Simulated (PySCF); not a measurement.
Ge: ionisation energy

Ge [Ar] 3d10 4s2 4p2 (3P) → Ge⁺ [Ar] 3d10 4s2 4p1 (2P), as a difference of total energies. All numbers are calculated (PySCF 2.14, a scalar-relativistic core potential, in aug-cc-pwCVTZ-PP with ECP10MDF (8s7p6d4f1g, 96 functions)). Correlated levels: valence: 3s2 3p6 3d10 frozen. The calculations carry no spin-orbit coupling.

| method | ionisation energy (eV) | error (eV) |
| --- | --- | --- |
| UHF | 7.402 | -0.523 |
| MP2 (valence) | 7.760 | -0.165 |
| SCS-MP2 (valence) | 7.682 | -0.243 |
| CCSD (valence) | 7.784 | -0.141 |
| CCSD(T) (valence) | 7.815 | -0.110 |

Reference: 7.925 eV (measured; NIST levels, between the centres of gravity of the two terms).

Errors of the correlated levels include the incompleteness of this basis and the frozen core.
